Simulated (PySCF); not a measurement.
CBr₂⁺: breathing scan

Computed with UPBE0 in PySCF with C def2-TZVP, Br def2-TZVP; no relativity; density-fitted integrals.

Rigid scan from the doublet minimum (C–Br 1.741 Å (×2); Br–C–Br 137.2°). Coordinate: all bonds to the central atom scaled together. Energies in kJ/mol from the minimum.

| scale of all bonds to the centre | E (kJ/mol) | dipole size (D, about the centre of mass) | ⟨S²⟩ |
| --- | --- | --- | --- |
| 0.88 | 209.2 | 0.35 | 0.76 |
| 0.92 | 81.0 | 0.33 | 0.76 |
| 0.96 | 17.7 | 0.29 | 0.76 |
| 1.00 | 0.0 | 0.23 | 0.76 |
| 1.04 | 13.7 | 0.15 | 0.76 |
| 1.08 | 48.3 | 0.06 | 0.76 |
| 1.14 | 123.3 | 0.09 | 0.77 |
| 1.22 | 241.2 | 0.31 | 0.79 |
| 1.35 | 427.8 | 0.67 | 0.84 |

Other isomers or separated fragments may lie lower.

The scan took 47 s on 2 threads of a shared AMD EPYC 7R43 64-Core (Zen 3) host; the process peaked at 1.6 GiB.
